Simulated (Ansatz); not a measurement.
Species: CH$_{5}$GeO, charge 0, multiplicity 2. It need not be the lowest isomer of its formula. SMILES: [CH2][O][GeH3]
Structure (B3LYP-D3(BJ)/def2-TZVP (Ansatz, an electronic-structure program) minimum search):
```
O
C 1 1.3543
H 2 1.0811 1 114.93
H 2 1.0858 3 120.72 1 -155.08
Ge 1 1.8074 2 119.69 3 174.46
H 5 1.5304 1 103.90 2 170.02
H 5 1.5370 6 112.72 1 -117.02
H 5 1.5392 6 112.81 7 -126.76
```
Charge 0, spin multiplicity 2.

Parts of the frozen-core correlation energy in cc-pVDZ (Ansatz, hartree). Frozen orbitals: 16; correlated occupied orbitals by spin: 10 and 9; virtual: 54 and 55. UHF or UKS for open shells. Spin-orbit coupling is left out. Non-relativistic.

```
term                             value
-------------------------  -----------
reference (HF)             -2190.93011
MP2 opposite-spin                    ?
MP2 same-spin                        ?
CCSD correlation              -0.44499
(T)                                  ?
T1 diagnostic                    0.016
largest doubles amplitude        0.020
<S^2> of the reference           0.761
```

Question: Complete the blanks.

Answer: 
- MP2 opposite-spin, value: -0.31269
- MP2 same-spin, value: -0.09157
- (T), value: -0.01086
